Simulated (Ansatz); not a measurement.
H₂Si (SMILES [SiH2]), triplet, at a GFN2-xTB geometry.

Ansatz (a program for electronic structure) was given this input:
Ansatz 0.2 input:
```yaml
crystal:
  periodic: [false, false, false]
  atoms:
    - {symbol: Si, position_ang: [-0.00166170, 0.08538378, 0.00495698]}
    - {symbol: H, position_ang: [-1.25761844, -0.62511866, 0.01233517]}
    - {symbol: H, position_ang: [1.28088231, -0.57025423, -0.08173290]}
basis:
  gaussian:
    orbitals: 6-31G
magnetization: {spin_polarized: true, initial_magnetization: 2}
correlation: {method: ccsd, electrons: all}
```

Task: What does this run give for the T1 diagnostic, MP2 correlation energy, coupled-cluster correlation energy (without the perturbative part)?

Result: 
```yaml
T1 diagnostic: 0.005
MP2 correlation energy: -0.0375 Eh
coupled-cluster correlation energy (without the perturbative part): -0.0521 Eh
```
